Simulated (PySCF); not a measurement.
In(H)(Et)(OH) (C₂H₇InO), SMILES [OH][InH][CH2]C.

Geometry: B3LYP-D3(BJ)/def2-SVP. The structure was generated by enumeration; whether it is a known compound was not checked. The def2 effective core potentials stand for the cores of In; spin–orbit coupling is left out. Other conformers were not sampled.

Two levels are set side by side: TDDFT-PBE/def2-SVPD (PySCF) and TDDFT-M06-2X/def2-SVPD (PySCF). Vertical, same geometry. The lowest singlet is HOMO→LUMO 100 % with PBE and HOMO→LUMO 98 % with the other functional; states are paired by order. Differences are taken from unrounded values.

| quantity | TDDFT-M06-2X | TDDFT-PBE | TDDFT-PBE minus TDDFT-M06-2X |
|---|---|---|---|
| lowest singlet excitation (eV) | 4.88 | 4.42 | -0.46 |
| lowest triplet excitation (TDA) (eV) | 4.58 | 4.18 | -0.40 |
| first bright state (f over 0.05) (eV) | 5.98 | 5.46 | -0.51 |
| its oscillator strength | 0.08 | 0.11 | 0.02 |

Functionals without exact exchange tend to place singlet excitations lower, as here. Differences between two approximate levels are no errors against the true value.

Rough cost on one machine, each run with all the roots and properties that it gave: TDDFT-M06-2X against TDDFT-PBE about 10 times.
